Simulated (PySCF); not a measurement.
Working with the constants of SrC

ROHF-CCSD(T) constants of SrC, triplet, unpaired electrons π ↑↑ (Sr def2-SVPD with ECP28, C def2-SVPD; scalar-relativistic core potentials (PySCF 2.14); masses 87.9056 and 12.0000 u):

```
ωe              : 432.0 cm⁻¹
ωexe            : 2.12 cm⁻¹
Be              : 0.25999 cm⁻¹
αe              : 0.00178 cm⁻¹
D (centrifugal) : 3.77e-07 cm⁻¹
De to Sr + C    : 2.05 eV
```

Q: Give the vibrational terms G(v) and spacings up to v = 6.

A: G(v) = ωe(v+½) − ωexe(v+½)².

```json
{"v": "0", "G(v) (cm⁻¹)": "215.5", "G(v) − G(v−1)": "", "Bv (cm⁻¹)": "0.2591"}
{"v": "1", "G(v) (cm⁻¹)": "643.2", "G(v) − G(v−1)": "427.8", "Bv (cm⁻¹)": "0.2573"}
{"v": "2", "G(v) (cm⁻¹)": "1066.8", "G(v) − G(v−1)": "423.5", "Bv (cm⁻¹)": "0.2555"}
{"v": "3", "G(v) (cm⁻¹)": "1486.0", "G(v) − G(v−1)": "419.3", "Bv (cm⁻¹)": "0.2538"}
{"v": "4", "G(v) (cm⁻¹)": "1901.1", "G(v) − G(v−1)": "415.0", "Bv (cm⁻¹)": "0.2520"}
{"v": "5", "G(v) (cm⁻¹)": "2311.9", "G(v) − G(v−1)": "410.8", "Bv (cm⁻¹)": "0.2502"}
{"v": "6", "G(v) (cm⁻¹)": "2718.4", "G(v) − G(v−1)": "406.6", "Bv (cm⁻¹)": "0.2484"}
```

Q: How well does the Morse estimate ωe²/(4ωexe) reproduce De, and what is D0?

A: It gives 2.73 eV, 133 % of the computed De. D0 = De − G(0) = 2.05 − 0.03 = 2.02 eV.

Correlated steps freeze 1 core orbital. Correlated levels converge slowly with the basis: in double zeta they bind strong bonds too weakly, by up to about 1 eV, and carry superposition errors of some tenths. Spin–orbit coupling is left out. The CCSD T1 diagnostic is raised, a sign that a single reference may not be enough here. The state was picked by a PBE0 search and need not be the measured ground state.
